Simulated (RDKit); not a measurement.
Input for RDKit: UFF on CH4 (SMILES C).

```python
from rdkit import Chem
from rdkit.Chem import AllChem, rdDetermineBonds

blocks = [
'''5

C     0.02467954   -0.04913245   -0.08080792
H     0.96421579    0.39517783    0.24492148
H    -0.07877942   -1.04060640    0.35789737
H    -0.80434320    0.57914786    0.24195607
H     0.01840399   -0.12948199   -1.16684915
''',
]
mol = None
for b in blocks:
    f = Chem.MolFromXYZBlock(b)
    rdDetermineBonds.DetermineBonds(f, charge=0)
    mol = f if mol is None else Chem.CombineMols(mol, f)
Chem.SanitizeMol(mol)
print(Chem.MolToSmiles(Chem.RemoveHs(mol)))
ff = AllChem.UFFGetMoleculeForceField(mol, vdwThresh=100.0, ignoreInterfragInteractions=False)
e = ff.CalcEnergy()
print(f'UFF energy {e:.6f} kcal/mol')
```

Program output:

```
C
UFF energy 0.545553 kcal/mol
```

The run finished.

Cost: roughly 0.020 core-seconds.
